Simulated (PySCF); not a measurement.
**Working out the ionisation energy of Hg**

Hg [Xe] 4f14 5d10 6s2 (1S) → Hg⁺ [Xe] 4f14 5d10 6s1 (2S). Calculation: PySCF 2.14, in aug-cc-pVDZ-PP with ECP60MDF (5s5p4d2f, 54 functions); scalar relativity through the core potential. Frozen: 5s2 5p6. Energies in hartree (1 hartree = 27.21139 eV):

```tsv
part	Hg (lower)	Hg⁺ (upper)
UHF	-152.539930	-152.226049
MP2 opposite-spin	-0.251094	-0.202007
MP2 same-spin	-0.130952	-0.113013
```

What does Hartree-Fock give?

(-152.226049) − (-152.539930) = 0.313881 hartree = 8.541 eV.

What do MP2 and SCS-MP2 (6/5 opposite-spin, 1/3 same-spin) give?

The opposite-spin parts differ by 1.336 eV and the same-spin parts by 0.488 eV. MP2: 8.541 + (1.336) + (0.488) = 10.365 eV. SCS-MP2: 8.541 + 1.2 × (1.336) + (0.488)/3 = 10.307 eV.

Measured between the centres of the two terms (NIST): 10.438 eV, so MP2 (valence) is off by -0.073 eV.

A double-zeta basis recovers only part of the correlation energy.

What remains against the reference includes basis incompleteness, the frozen core and correlation beyond second order.
